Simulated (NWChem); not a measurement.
System: CH7FSi2; SMILES F[SiH2]C[SiH3]

Here is an NWChem input.

```
start job
memory heap 200 mb stack 900 mb global 1100 mb
geometry units angstroms noautosym nocenter noautoz
  Si    -0.341046    -1.806011    -0.040908
  C      0.849365    -0.429676     0.465892
  Si     0.453177     1.254621    -0.226544
  F     -1.154493     1.502073    -0.107870
  H     -0.526762    -1.801748    -1.524355
  H      0.210355    -3.135632     0.363414
  H     -1.668397    -1.619823     0.613786
  H      0.879286    -0.381632     1.567840
  H      1.865568    -0.702700     0.129362
  H      0.812101     1.329829    -1.671035
  H      1.128916     2.345284     0.532317
end
basis spherical
  * library def2-svp
end
dft
  xc pbe0
  iterations 150
end
cosmo
  do_cosmo_smd true
  solvent toluene
end
task dft energy
```

NWChem printed, in part:

```
             Northwest Computational Chemistry Package (NWChem) 7.3.0
             --------------------------------------------------------

                             Geometry "geometry" -> ""
                             -------------------------

 Output coordinates in angstroms (scale by  1.889725989 to convert to a.u.)

  No.       Tag          Charge          X              Y              Z
 ---- ---------------- ---------- -------------- -------------- --------------
    1 Si                  14.0000    -0.34104600    -1.80601100    -0.04090800
    2 C                    6.0000     0.84936500    -0.42967600     0.46589200
    3 Si                  14.0000     0.45317700     1.25462100    -0.22654400
    4 F                    9.0000    -1.15449300     1.50207300    -0.10787000
    5 H                    1.0000    -0.52676200    -1.80174800    -1.52435500
    6 H                    1.0000     0.21035500    -3.13563200     0.36341400
    7 H                    1.0000    -1.66839700    -1.61982300     0.61378600
    8 H                    1.0000     0.87928600    -0.38163200     1.56784000
    9 H                    1.0000     1.86556800    -0.70270000     0.12936200
   10 H                    1.0000     0.81210100     1.32982900    -1.67103500
   11 H                    1.0000     1.12891600     2.34528400     0.53231700

 Effective nuclear repulsion energy (a.u.)     222.2341138268

                                 NWChem DFT Module
                                 -----------------

 Summary of "ao basis" -> "ao basis" (spherical)
 ------------------------------------------------------------------------------
       Tag                 Description            Shells   Functions and Types
 ---------------- ------------------------------  ------  ---------------------
 Si                         def2-svp                 8       18   4s3p1d
 C                          def2-svp                 6       14   3s2p1d
 F                          def2-svp                 6       14   3s2p1d
 H                          def2-svp                 3        5   2s1p

 in cosmo_initialize ...
 calling solv_data for solv:toluene

 solvent parameters
 solvname_short: toluene
 solvname_long:  toluene
 dielec:        2.3741
 dielecinf:     2.2383
 nonaqueous SMD model solvent descriptors
 dielec:        2.3741
 sola:          0.0000
 solb:          0.1400
 solc:          0.8570
 solg:         40.2000
 solh:          0.0000
 soln:          1.4961

[...]

                                COSMO-SMD solvation results
                                ---------------------------

             internal energy in gas <Psi(g)|H|Psi(g)> =      -720.516092902458
         internal energy in solvent <Psi(s)|H|Psi(s)> =      -720.515875142977
                               delta internal energy  =         0.000217759481 (    0.14 kcal/mol)
   total free energy in solvent <Psi(s)|H+V/2|Psi(s)> =      -720.518462565708
 polarization energy contribution <Psi(s)|V/2|Psi(s)> =        -0.002587422731 (   -1.62 kcal/mol)
    total free energy in solvent including G(SMD-CDS) =      -720.519119148311
                       G(SMD-CDS) energy contribution =        -0.000656582603 (   -0.41 kcal/mol)
     1 M fixed-concentration free energy of solvation =        -0.003026245853 (   -1.90 kcal/mol)

                       DFT Final Molecular Orbital Analysis
                       ------------------------------------

 Vector   23  Occ=2.000000D+00  E=-3.498008D-01
              MO Center= -7.8D-01, -1.6D+00,  1.9D-01, r^2= 2.7D+00
   Bfn.  Coefficient  Atom+Function         Bfn.  Coefficient  Atom+Function
  ----- ------------  ---------------      ----- ------------  ---------------
    75      0.378946   7 H  s                 8     -0.229858   1 Si px
    76      0.207841   7 H  s                65     -0.171462   5 H  s
    11     -0.165752   1 Si px               10      0.151476   1 Si pz
    22      0.140497   2 C  px               85      0.139104   9 H  s
     5      0.130076   1 Si px               70     -0.127522   6 H  s

 Vector   24  Occ=2.000000D+00  E=-3.378531D-01
              MO Center=  3.9D-01,  2.6D-01, -3.7D-01, r^2= 4.8D+00
   Bfn.  Coefficient  Atom+Function         Bfn.  Coefficient  Atom+Function
  ----- ------------  ---------------      ----- ------------  ---------------
    90      0.267280  10 H  s                95     -0.200535  11 H  s
    42     -0.196282   3 Si pz               24      0.193696   2 C  pz
    91      0.192647  10 H  s                56     -0.184897   4 F  pz
    65      0.184408   5 H  s                80      0.172551   8 H  s
    22      0.155235   2 C  px               96     -0.146876  11 H  s

 Vector   25  Occ=2.000000D+00  E=-3.247460D-01
              MO Center=  5.2D-01, -3.7D-01,  2.6D-01, r^2= 4.5D+00
   Bfn.  Coefficient  Atom+Function         Bfn.  Coefficient  Atom+Function
  ----- ------------  ---------------      ----- ------------  ---------------
    23      0.367062   2 C  py               26      0.234268   2 C  py
    70      0.229409   6 H  s                41     -0.223345   3 Si py
    95     -0.209352  11 H  s                 9     -0.189174   1 Si py
    12     -0.176367   1 Si py               55     -0.141109   4 F  py
    96     -0.140738  11 H  s                71      0.137125   6 H  s

 Vector   26  Occ=0.000000D+00  E= 2.392974D-02
              MO Center=  4.3D-01,  6.5D-01, -1.8D-01, r^2= 5.0D+00
   Bfn.  Coefficient  Atom+Function         Bfn.  Coefficient  Atom+Function
  ----- ------------  ---------------      ----- ------------  ---------------
    43      0.984287   3 Si px               71     -0.489299   6 H  s
    13      0.401712   1 Si pz               53      0.398973   4 F  s
    21     -0.390829   2 C  s                36      0.332792   3 Si s
    96     -0.322870  11 H  s                 3      0.254019   1 Si s
    44     -0.247969   3 Si py               91     -0.248118  10 H  s

[...]
```

Level: PBE0/def2-SVP, SMD on the gas-phase geometry. Structure relaxed at the PBE0/def2-SVP level. Solvent: toluene.
